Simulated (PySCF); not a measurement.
**Al: excitation energy**

Al [Ne] 3s2 3p1 (2P) → Al [Ne] 3s1 3p2 (4P), as a difference of total energies. Computed with PySCF 2.14 in aug-cc-pCVTZ-DK, with the spin-free X2C one-electron Hamiltonian (Gaussian nucleus). Correlated levels: valence and next inner shell: 1s2 frozen. The calculations carry no spin-orbit coupling.

| method | excitation energy (cm⁻¹) | error (cm⁻¹) |
| --- | --- | --- |
| UHF | 19659 | -9364 |
| MP2 (valence and next inner shell) | 26789 | -2234 |
| SCS-MP2 (valence and next inner shell) | 28939 | -84 |
| CCSD (valence and next inner shell) | 28338 | -684 |
| CCSD(T) (valence and next inner shell) | 28771 | -251 |

Reference: 29022 cm⁻¹ (measured; NIST levels, between the centres of gravity of the two terms).

Errors of the correlated levels include the incompleteness of this basis and the frozen core.
